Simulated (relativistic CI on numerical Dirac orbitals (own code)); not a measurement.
# Crystal-field levels of Os7+, 5d

Calculated by Dirac-Coulomb-Breit CI, orbitals from a KLI potential per configuration, model QED (radiative potential, 1s self-energy scaled to tabulated hydrogen-like ionisation energies), valence Slater integrals scaled by 0.65, one configuration in a parametric crystal field (own radial code).

Field parameters in Wybourne normalisation: Oh B⁴₀ = 21Dq, B⁴₄ = √(5/14) B⁴₀. The field is a parameter set, without covalency.

S is read from ⟨S²⟩ = S(S + 1).

Levels (cm⁻¹, degeneracy): 0 (4), 9031 (2), 31171 (4).

(1) Which field gives this pattern?
A. Oh, 10Dq = 33950 cm⁻¹
B. Oh, 10Dq = 25950 cm⁻¹
C. Oh, 10Dq = 10000 cm⁻¹
D. Oh, 10Dq = 41950 cm⁻¹

## Answers

(1) B. Oh, 10Dq = 25950 cm⁻¹, ground level with S = 0.50.
